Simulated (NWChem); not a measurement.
System: CH$_{4}$FGaO$_{2}$; SMILES C[O][Ga]([OH])[F]

```xyz
9

Ga     0.0231     0.3562     0.0003
F      1.0821     1.7414    -0.0013
O     -1.7298     0.5999     0.0000
H     -1.9832     1.5294    -0.0017
O      0.7571    -1.2411     0.0029
C      0.0322    -2.4444     0.0014
H      0.2920    -3.0386    -0.8918
H      0.2972    -3.0432     0.8900
H     -1.0632    -2.3021     0.0051
```
Atoms are numbered in this order, from 1.

Level: PBE0/def2-SVP (NWChem), optimised geometry, unscaled harmonic frequencies. 

Q: List the harmonic frequencies with IR intensities, and the thermochemistry.

A: 
| frequency (cm⁻¹) | IR intensity (km/mol) |
|---|---|
| 30 | 0.7 |
| 92 | 3.5 |
| 103 | 2.3 |
| 180 | 36.7 |
| 198 | 41.9 |
| 270 | 11.5 |
| 337 | 117.5 |
| 627 | 11.2 |
| 723 | 78.5 |
| 751 | 108.8 |
| 835 | 84.7 |
| 1156 | 168.6 |
| 1178 | 0.0 |
| 1212 | 57.7 |
| 1470 | 1.8 |
| 1476 | 9.9 |
| 1482 | 12.3 |
| 3017 | 71.3 |
| 3106 | 29.5 |
| 3111 | 30.4 |
| 3908 | 96.3 |

The zero-point energy is 36.1 kcal/mol, the thermal correction to the enthalpy at 298.15 K (with zero-point energy) is 41.5 kcal/mol and the heat capacity Cv is 22.9 cal/(mol K). The entropy at 298.15 K and 1 atm (symmetry number 1) is 88.9 cal/(mol K). The dipole moment is 1.84 D.

Rigid rotor and harmonic oscillator; modes under 100 cm⁻¹ make the entropy uncertain.
